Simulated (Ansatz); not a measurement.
```yaml
crystal:
  periodic: [true, true, true]
  atoms:
    - {symbol: N, position_ang: [-2.259896, -0.200534, 1.297562]}
    - {symbol: C, position_ang: [-1.069315, -0.802173, 0.680751]}
    - {symbol: O, position_ang: [-0.247402, 0.222007, 0.088717]}
    - {symbol: Si, position_ang: [1.196268, -0.158318, -0.608864]}
    - {symbol: N, position_ang: [1.932206, 1.224695, -1.302987]}
    - {symbol: H, position_ang: [-2.076152, 0.465158, 2.030165]}
    - {symbol: H, position_ang: [-2.834178, 0.250456, 0.521566]}
    - {symbol: H, position_ang: [-1.319098, -1.573309, 0.060669]}
    - {symbol: H, position_ang: [-0.496101, -1.205320, 1.548388]}
    - {symbol: H, position_ang: [2.100170, -0.661777, 0.368956]}
    - {symbol: H, position_ang: [1.000325, -1.111154, -1.717690]}
    - {symbol: H, position_ang: [2.378316, 1.894117, -0.727637]}
    - {symbol: H, position_ang: [1.615740, 1.628411, -2.177823]}
basis:
  gaussian: {orbitals: def2-TZVPP, final_grid: {core_spheres: 20, valence_spheres: 16, degree: 47}, point_charges: [{charge: 0.50, position_ang: [5.042, 0.584, 0.446]}]}
hamiltonian: {xc: {name: HF}}
```

```sh
$ ansatz run in.yaml --threads 4 --pin off --events-out ev --progress --plain --max-ram 10444MiB
```

Question: How does Ansatz answer? (Estimate.)

Answer: The calculation gave: The program refused the input.
```
Error: YAML parse error: error: line 2 column 3: crystal: missing field `lattice` (a structure is typed as `lattice` and `atoms`, a molecule's as `atoms` in Å alone, or read from a run's directory, `checkpoint`)
 --> <input>:2:3
1 | crystal:
2 |   periodic: [true, true, true]
3 |   atoms:
4 |     - {symbol: N, position_ang: [-2.259896, -0.200534, 1.297562]}
```
